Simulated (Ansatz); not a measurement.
Cost and result for the atomization energy of C₃H₇BO₂, SMILES `COC1(O)BC1` (13 atoms, 13 bonds).

```xyz
13

C     1.821    0.571    0.272
O     0.671   -0.079    0.780
C    -0.461    0.107   -0.009
O    -0.914    1.410   -0.094
B    -0.644   -0.924   -1.139
C    -1.468   -1.017    0.153
H     2.061    0.213   -0.735
H     2.641    0.333    0.948
H     1.678    1.654    0.236
H    -1.286    1.650    0.764
H    -0.297   -1.430   -2.151
H    -2.504   -0.687    0.091
H    -1.299   -1.803    0.885
```

Total charge 0; spin multiplicity 1. The geometry is a stationary point of PBE0-D4/def2-TZVP. It is one conformer, not always the lowest. Program: Ansatz. All runs use 4 threads of an Arm Neoverse V1 on a shared host. Times are those of one run each, without the atoms' runs, and a repeat can differ threefold. Electronic energies, without spin–orbit coupling; frozen cores. CCSD(T)/CBS adds CCSD(T) − MP2 in def2-TZVPP to the MP2 limit, and its time is that of the two runs behind it. T1 = 0.013. B3LYP takes the VWN-RPA correlation (the form of Gaussian; ORCA's B3LYP/G).

CCSD(T)/CBS is a level of theory with its own doubt, some kJ/mol a heavy atom from the limit and from the frozen cores, so smaller differences don't rank the functionals.

| level | functions | wall time | atomization (kcal/mol) | difference from CCSD(T)/CBS | per bond |
| --- | --- | --- | --- | --- | --- |
| PBE-D4/def2-TZVPP (with forces) | 284 | 3.3 s | 1250.9 | 41.8 | 3.2 |
| PBE0-D4/def2-TZVPP | 284 | 3.5 s | 1222.6 | 13.5 | 1.0 |
| r2SCAN-D4/def2-TZVPP (with forces) | 284 | 6.5 s | 1220.7 | 11.6 | 0.9 |
| B3LYP-D4/def2-TZVPP (with forces) | 284 | 6.5 s | 1212.5 | 3.4 | 0.3 |
| B2PLYP/def2-TZVPP | 284 | 8 s | 1199.9 | -9.2 | -0.7 |
| ωB97X-V/def2-TZVPP | 284 | 9.5 s | 1216.1 | 7.0 | 0.5 |
| ωB97M-V/def2-TZVPP (with forces) | 284 | 15 s | 1218.5 | 9.4 | 0.7 |
| MP2/def2-QZVPP | 552 | 35 s | 1224.5 | 15.4 | 1.2 |
| CCSD(T)/def2-TZVPP | 284 | 6.8 min | 1177.9 | -31.2 | -2.4 |
| CCSD(T)/CBS(def2) | – | 7.4 min | 1209.1 | 0.0 | 0.0 |

The D4 term adds +9.0 kcal/mol with B3LYP and +4.7 kcal/mol with PBE0; it sums over pairs of atoms, weighted by their polarisabilities, and B3LYP, whose exchange is more repulsive, gets the larger term. In def2-TZVPP, CCSD(T) changes the Hartree–Fock value by +314.4 kcal/mol (the triples alone add +19.9 kcal/mol) and MP2 by +342.6 kcal/mol; breaking electron pairs costs correlation energy, which Hartree–Fock lacks. From PBE to PBE0 (25 % exact exchange), in def2-TZVPP and without D4, the atomization energy moves by −27.4 kcal/mol: exact exchange takes away binding that semilocal exchange gives to molecules.
